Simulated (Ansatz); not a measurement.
Start from `CO[Si]O` and change one atom or group to get `CO[Si]N`.

Ansatz, PBE0-D4/def2-TZVP geometries, multiplicity 1. Each molecule was computed in one conformer, which needn't be the lowest.

```csv
property,`CO[Si]O`
HOMO energy (PBE/def2-TZVPP) / eV,-5.86
LUMO energy (B3LYP/def2-TZVPP) / eV,-1.25
HOMO energy (ωB97M-V/def2-TZVPP) / eV,-9.19
HOMO–LUMO gap (PBE/def2-TZVPP) / eV,3.99
size of the dipole moment (ωB97M-V/def2-TZVPP) / D,2.02
HOMO energy (B3LYP/def2-TZVPP) / eV,-6.84
```

Q: Give the same properties after the change, and the shifts. (Best estimate.)

A: The calculation gave: 
```csv
property,`CO[Si]N`,shift
HOMO energy (PBE/def2-TZVPP) / eV,-5.40,0.46
LUMO energy (B3LYP/def2-TZVPP) / eV,-0.85,0.40
HOMO energy (ωB97M-V/def2-TZVPP) / eV,-8.69,0.50
HOMO–LUMO gap (PBE/def2-TZVPP) / eV,3.93,-0.06
size of the dipole moment (ωB97M-V/def2-TZVPP) / D,0.72,-1.30
HOMO energy (B3LYP/def2-TZVPP) / eV,-6.35,0.49
```

With PBE0 the HOMO rises by 0.49 eV and the LUMO rises by 0.40 eV, so the gap narrows by about 0.09 eV. PBE moves the HOMO by 0.46 eV and ωB97M-V by 0.50 eV. The zero-point energy changes by 32.0 kJ/mol with +3 modes. Dipoles are sizes alone; their direction can turn.

B3LYP here is the variant with VWN-RPA as its local correlation; programs differ in this.
